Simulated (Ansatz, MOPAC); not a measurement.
Molecule: difluoroboranylsilane, BSiH3F2, charge 0, multiplicity 1. SMILES: FB(F)[SiH3]
Coordinates optimised at B3LYP-D3(BJ)/def2-TZVP (Ansatz, a quantum-chemistry and plane-wave program):
```xyz
7

F      1.3008     1.1169    -0.1169
B      0.5869     0.0083     0.0016
F      1.2739    -1.1170     0.1334
Si    -1.4476     0.0010    -0.0095
H     -1.9247    -0.8963    -1.0885
H     -1.9832     1.3635    -0.2245
H     -1.9336    -0.5219     1.2898
```
Charge 0, spin multiplicity 1.

Wanted: vertical ionisation energy to the doublet, in eV. Set-up: no spin-orbit coupling; UHF or UKS for open shells; each state is the SCF solution reached for its charge and spin; dispersion terms only where a functional's name holds one; non-relativistic; valence correlation only; 6-31G* and kin with 6d, 5d where marked. CBS(X,Y): correlation extrapolated as X^-3; Hartree-Fock from the larger set. The bracket is a focal-point correction in the basis named. First-principles rows: single points at B3LYP-D3(BJ) geometries (Ansatz). Semi-empirical rows: differences of heats of formation at the shared geometry for vertical values.

| species | coefficient | E at PBE/6-31G* (Ansatz), Eh | E at wB97X-V/def2-TZVPD (Ansatz), Eh | heat of formation at PM3 (MOPAC), kcal/mol |
|---|---|---|---|---|
| charge 1, doublet | +1 | -515.11534 | -515.49655 | 84.34 |
| charge 0, singlet | -1 | -515.51824 | -515.92560 | -176.21 |

Coupled cluster (Ansatz) is a level with limits of its own, used here on species with T1 under 0.025 (0.045 for open shells) and stable references: RI-MP2/CBS(aug-cc-pV(T+d)Z,aug-cc-pV(Q+d)Z)+[CCSD(T)-MP2]/aug-cc-pV(T+d)Z. Value to compare with, RI-MP2/CBS(aug-cc-pV(T+d)Z,aug-cc-pV(Q+d)Z)+[CCSD(T)-MP2]/aug-cc-pV(T+d)Z (Ansatz): 11.87 eV. 1 Eh = 27.2114 eV and 1 eV = 23.0605 kcal/mol.

**Question.** Compute it at each level from the table, and compare with RI-MP2/CBS(aug-cc-pV(T+d)Z,aug-cc-pV(Q+d)Z)+[CCSD(T)-MP2]/aug-cc-pV(T+d)Z (Ansatz).

**Answer.** 
- PBE/6-31G*: the sum of coefficient times E is 0.40290 Eh, or 10.963 eV. Result: 10.96 eV. Its difference against RI-MP2/CBS(aug-cc-pV(T+d)Z,aug-cc-pV(Q+d)Z)+[CCSD(T)-MP2]/aug-cc-pV(T+d)Z (Ansatz) is -0.91 eV.
- wB97X-V/def2-TZVPD: the sum of coefficient times E is 0.42905 Eh, or 11.675 eV. Result: 11.68 eV. Its difference against RI-MP2/CBS(aug-cc-pV(T+d)Z,aug-cc-pV(Q+d)Z)+[CCSD(T)-MP2]/aug-cc-pV(T+d)Z (Ansatz) is -0.19 eV.
- PM3: the sum of coefficient times heat of formation is 260.55 kcal/mol, or 11.30 eV. Its difference against RI-MP2/CBS(aug-cc-pV(T+d)Z,aug-cc-pV(Q+d)Z)+[CCSD(T)-MP2]/aug-cc-pV(T+d)Z (Ansatz) is -0.57 eV.
